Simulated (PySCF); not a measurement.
Point groups of optimised structures. Method: PBE0/def2-SVPD in PySCF (dipole) on a GFN2-xTB geometry, gas phase. The symmetry is that of the one conformer found, every atom within 0.08 Å of its image; none is proved a minimum here.

Q: What symmetry has `[CH3:1][c:2]1[n:3][cH:4][cH:5][s:6]1` with H–C1–C2–N3 0° (nearest H)?

A: Cs; asymmetric top; symmetry number 1; 2 operations, which sort the 11 atoms into 10 sets; dipole 1.10 D, in the ab plane, which is the mirror.

Q: `FC(F)(F)C1=CC=CC=N1` (2-(trifluoromethyl)pyridine): symmetry, top, dipole?

A: C1; asymmetric top; symmetry number 1; this conformer is chiral (no improper operation); dipole 4.42 D.

Q: `[CH3:1][S:2]/[CH:3]=[CH:4]/[C:5]#[N:6]` with C1–S2–C3–C4 0°, H–C1–S2–C3 -61° (nearest H): symmetry, top, dipole?

A: Cs; near-prolate asymmetric top; symmetry number 1; 2 operations, which sort the 11 atoms into 10 sets; dipole 5.15 D, in the ab plane, which is the mirror; heavy atoms equivalent by symmetry: none.

Q: Point group, rotor type and polarity of `[CH3:1][c:2]1[cH:3][s:4][cH:5][n:6]1` with H–C1–C2–C3 0° (nearest H)?

A: Cs; asymmetric top; symmetry number 1; 2 operations, which sort the 11 atoms into 10 sets; dipole 1.22 D, in the ab plane, which is the mirror; heavy atoms equivalent by symmetry: none.
